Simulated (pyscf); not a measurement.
# HO–WH(F)(F)(F)–F, singlet

Gas-phase minimum from PySCF at ωB97X-D3(BJ)/def2-SVP, one conformer. 

SMILES: [OH][WH]([F])([F])([F])[F]
```xyz
8

O      0.2107     0.5257    -2.1226
W      0.1136     1.4556    -0.5251
F      0.0952     1.8386     1.2941
F     -1.3441     2.6273    -0.6007
F      0.9903     2.8517    -1.3780
F     -0.4227    -0.2263     0.0860
H      0.0776    -0.4150    -2.3010
H      1.7382     1.2254    -0.1060
```
Charge 0, spin multiplicity 1.

Bonded distances (Å): O1–W2 1.851, O1–H7 0.967, W2–F3 1.859, W2–F4 1.872, W2–F5 1.856, W2–F6 1.868, W2–H8 1.694. Angles (°): W2–O1–H7 129.9, O1–W2–F3 161.5, O1–W2–F4 108.7, O1–W2–F5 87.5, O1–W2–F6 81.1, O1–W2–H8 95.5, F3–W2–F4 84.4, F3–W2–F5 107.4, F3–W2–F6 82.1, F3–W2–H8 78.2, F4–W2–F5 83.0, F4–W2–F6 110.7, F4–W2–H8 147.4, F5–W2–F6 164.4 (the first ones only).

Properties at ωB97X-D3(BJ)/def2-SVP:

```yaml
harmonic_wavenumbers_unscaled: 25, 94, 189, 224, 255, 291, 363, 557, 602, 637, 668, 715, 729, 773, 867, 958, 2152, 3895 cm⁻¹
zero_point_energy: 20.0 kcal/mol
rotational_symmetry_number: 1
Entropy of this conformer at 298 K and 1 atm, rigid rotor and harmonic oscillator, modes under 100 cm⁻¹ raised to 100: 370.2 J/(mol K)
dipole_moment: 3.32 D
```

Single-point totals, which compare only within one level:

| level | total energy (hartree) |
|---|---|
| ωB97X-D3(BJ)/def2-TZVP | -543.36762 |
| PBE/def2-TZVP | -542.92396 |
| r²SCAN/def2-TZVP | -543.17565 |
| B3LYP-D3(BJ)/def2-TZVP | -543.35169 |
| PBE0-D3(BJ)/def2-TZVP | -542.84234 |
| M06-2X/def2-TZVP | -543.00650 |
| ωB97M-D3(BJ)/def2-TZVP | -543.33954 |

The lowest mode is so soft that the shape along it may change with the basis. Soft torsions are taken as harmonic, which can shift the entropy by several J/(mol K). Elements past Kr carry the def2 core potentials, without spin-orbit coupling.
